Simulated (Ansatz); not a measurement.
Coupled-cluster diagnostics for Ti₄Si, Ansatz.

Geometry of the singlet (PBE-D4/def2-SVP):

Cartesian coordinates in Å:
```
Ti -1.5826 0.0329 -0.7926
Ti 0.6327 0.7290 -1.4035
Ti -0.5499 -1.3550 0.8736
Ti 1.6478 -0.5288 0.3721
Si -0.1481 1.1219 0.9503
```

Correlated methods freeze 25 core orbitals; core or outer-core shells of Ti are correlated, in sets that lack core-valence functions. Another isomer (quintet) lies 1.76 eV lower at PBE0-D4/def2-TZVP; other spin states weren't run for this one.

Task: Estimate the CCSD(T) correlation energy, the shares of MP2 and (T), T1 and the reference's ⟨S²⟩ for: charge 0, singlet, own geometry in def2-SVP; and the rough time on 4 threads of Arm Neoverse V2 on a shared host.

Result: 
```json
{"state": "charge 0, singlet, own geometry", "basis": "def2-SVP", "correlation (eV)": "-44.915", "MP2 share (%)": "71.0", "(T) share (%)": "18.4", "T1": "0.198", "⟨S²⟩ (pure)": "0.00 (0.00)", "wall time": "4.4 min", "remarks": "flagged by the program, large T1, restricted SCF unstable"}
```
Customary marks for T1 are 0.02 (closed shells), 0.045 (open shells) and about 0.05 (3d metals). T1 exceeds 0.02 in 1 of 1 rows and 0.045 in 1; the higher it lies, the less the single-reference result can be trusted.
